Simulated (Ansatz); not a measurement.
(ClBe-mu-NH2)2 (Be2N2Cl2H4). Total charge 0; singlet. Geometry PBE-D4/def2-SVP, basis def2-TZVP, Ansatz.

Cartesian coordinates in Å:
```
Be -0.988 -0.161 -0.550
Cl -2.523 -0.174 -1.625
N 0.564 -0.838 -0.754
Be 1.007 0.262 0.471
Cl 2.667 0.928 1.029
N -0.595 0.677 0.881
H 1.021 -0.775 -1.675
H 0.641 -1.834 -0.492
H -0.947 0.244 1.750
H -0.848 1.672 0.965
```

```
run  HOMO (eV)  LUMO (eV)
  A      -8.11      -0.75
  B      -6.86      -1.55
  C     -10.92       0.84
  D     -10.53       0.71
  E      -7.05      -0.83
  F      -9.37      -0.31
```

LC-ωPBE has ω = 0.4 bohr⁻¹.

Question: The runs used BHLYP, LC-ωPBE, LDA (SPW92), PBE0, r2SCAN, ωB97X-V. Estimate which is which.

Answer: A PBE0 (25 % exact exchange); B LDA (SPW92) (0 % exact exchange); C LC-ωPBE (range-separated); D ωB97X-V (range-separated); E r2SCAN (0 % exact exchange); F BHLYP (50 % exact exchange). Exact exchange lowers occupied and raises empty levels; among semilocal functionals meta-GGAs tend to open the gap a little, and such runs are hard to tell apart. The gap grows from 5.31 eV (LDA (SPW92)) to 11.77 eV (LC-ωPBE).
